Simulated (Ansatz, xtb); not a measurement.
## Two isomers of C5H9FSe

Structure X: `C[C@@H]1CC[Se][C@H]1F`, a singlet. Structure Y: `FC[C@@H]1CCC[Se]1`, a singlet. Both are isolated molecules in the gas phase, relaxed with PBE0-D3(BJ)/def2-SVP, each in the lowest conformer that the search found.

X (Å):

| atom | x (Å) | y (Å) | z (Å) |
| --- | --- | --- | --- |
| C | -1.4733 | 0.2673 | 2.6636 |
| C | -1.2562 | 1.2791 | 1.5473 |
| C | -1.8405 | 0.8403 | 0.2028 |
| C | -1.0201 | -0.3266 | -0.3319 |
| C | 0.2221 | 1.5365 | 1.2879 |
| F | 0.3739 | 2.7347 | 0.6370 |
| Se | 0.8448 | 0.0513 | 0.1745 |
| H | -2.5467 | 0.0746 | 2.8086 |
| H | -1.0672 | 0.6358 | 3.6179 |
| H | -0.9781 | -0.6908 | 2.4424 |
| H | -1.6938 | 2.2475 | 1.8447 |
| H | -1.7732 | 1.6861 | -0.4985 |
| H | -2.9043 | 0.5671 | 0.2954 |
| H | -1.3129 | -1.2862 | 0.1176 |
| H | -1.0843 | -0.4196 | -1.4241 |
| H | 0.8282 | 1.5703 | 2.2070 |

Y (Å):

| atom | x (Å) | y (Å) | z (Å) |
| --- | --- | --- | --- |
| C | -1.2828 | 2.5592 | 1.6704 |
| C | -0.9000 | 1.6401 | 0.5295 |
| C | -1.8139 | 0.4250 | 0.3966 |
| C | -1.3598 | -0.6393 | 1.3881 |
| C | 0.1321 | -0.8610 | 1.1911 |
| F | -2.5319 | 3.0918 | 1.4389 |
| Se | 0.9059 | 0.9160 | 0.8512 |
| H | -1.3050 | 2.0111 | 2.6276 |
| H | -0.5593 | 3.3857 | 1.7657 |
| H | -0.8753 | 2.2217 | -0.4039 |
| H | -2.8598 | 0.7303 | 0.5604 |
| H | -1.7446 | 0.0284 | -0.6291 |
| H | -1.9167 | -1.5808 | 1.2525 |
| H | -1.5523 | -0.3021 | 2.4198 |
| H | 0.3377 | -1.4968 | 0.3177 |
| H | 0.6217 | -1.3022 | 2.0700 |

Question: Which of the two would you expect CCSD(T)/def2-SVP + ΔMP2/def2-TZVPP electronic energies to favour?

Answer: Structure X; the calculation gives E(Y) − E(X) = +1.11 kcal/mol.

How the difference moves with the method:

| level | geometry | E(Y) − E(X) (kcal/mol) | departure from the last row (kcal/mol) | job, with rough time for the two |
| --- | --- | --- | --- | --- |
| GFN2-xTB | GFN2-xTB | +2.31 | +1.20 | optimisation, 0.16 s |
| HF/STO-3G | GFN2-xTB | +3.58 | +2.47 | single point, 0.64 s |
| r2SCAN-D4/def2-SVP | GFN2-xTB | +2.20 | +1.09 | single point, 6.6 s |
| PBE0-D3(BJ)/def2-SVP | PBE0-D3(BJ)/def2-SVP | +1.57 | +0.46 | optimisation, 51 s |
| HF/def2-SVP | PBE0-D3(BJ)/def2-SVP | −1.08 | −2.19 | part of the CCSD(T) run |
| MP2/def2-SVP | PBE0-D3(BJ)/def2-SVP | +1.19 | +0.08 | part of the CCSD(T) run |
| CCSD(T)/def2-SVP | PBE0-D3(BJ)/def2-SVP | +1.18 | +0.07 | single point |
| CCSD(T)/def2-SVP + ΔMP2/def2-TZVPP | PBE0-D3(BJ)/def2-SVP | +1.11 |  | single point, 3.6 min |

As drawn, both hold the same kinds of bond in the same numbers. Structure X has 1 methyl group, Y 0.

HF/def2-SVP puts the two in the other order. The largest departure from CCSD(T)/def2-SVP + ΔMP2/def2-TZVPP is that of HF/STO-3G, 2.47 kcal/mol. The last row adds to CCSD(T) the change of the MP2 difference between the two basis sets, here −0.07 kcal/mol.

With thermal terms from frequencies at re-optimised GFN2-xTB minima (ideal gas, soft modes damped towards free rotors, one conformer each, 298.15 K, 1 atm): on the last row, ΔE + ΔZPE = +1.27, ΔH = +1.23, ΔG = +0.99 kcal/mol.

The correlated steps freeze 15 core orbitals; the filled d shell of Se is correlated, in a basis made for valence electrons. Programs: Ansatz 0.2.0, xtb 6.7.1; the last row on 4 threads of Arm Neoverse V1 on a shared host.
